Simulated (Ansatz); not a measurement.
Sr7⁺, relaxed as a doublet with UKS r2SCAN/def2-SVP in Ansatz, starting from the GFN2-xTB geometry. Force threshold 0.02 eV/Å.

In the def2 sets Sr takes a core potential; there is no spin–orbit coupling. The charge 1 doublet is spin-contaminated (final ⟨S²⟩ up to 2.10, 0.75 for a pure state). Another isomer (doublet) lies 0.26 eV lower at PBE0/def2-TZVP; other spin states weren't run for this one.

Start:

```csv
atom,x (Å),y (Å),z (Å)
Sr1,1.364,-2.466,-2.782
Sr2,2.548,-1.225,0.951
Sr3,-1.926,-2.022,-0.434
Sr4,1.380,2.706,1.326
Sr5,-2.887,2.102,0.064
Sr6,-0.832,-0.596,3.403
Sr7,0.353,1.502,-2.528
```

| step | energy (eV) | largest force component (eV/Å) | SCF passes |
| --- | --- | --- | --- |
| 1 | -5844.1093 | 0.324 | 59 |
| 2 | -5844.2784 | 0.307 | 58 |
| 3 | -5844.4720 | 0.156 | 57 |
| 4 | -5844.5334 | 0.053 | 71 |
| 5 (rejected) | -5844.5253 | 0.075 | 94 |
| 6 | -5844.5393 | 0.011 | 63 |

Force components are those of the run's own axes.

End:

```xyz
7

Sr    1.415   -2.769   -3.066
Sr    2.381   -1.208    0.649
Sr   -1.519   -1.751   -0.469
Sr    1.026    2.680    1.502
Sr   -2.838    2.118    0.378
Sr   -0.953   -0.285    3.404
Sr    0.489    1.215   -2.397
```

By distances, no bond broke or formed, bridged metal pairs apart. The bond that changes most is Sr2–Sr3, from 4.75 to 4.09 Å (atoms count from 1). Metal–metal contacts that move far: Sr2–Sr3 4.75 to 4.09 Å, Sr3–Sr7 4.69 to 4.07 Å, Sr2–Sr7 4.94 to 4.33 Å.

No frequencies were taken in this run, so the end may be a saddle point.

Hardware: 4 threads of Intel Xeon on a shared host. Wall time 3.9 min.
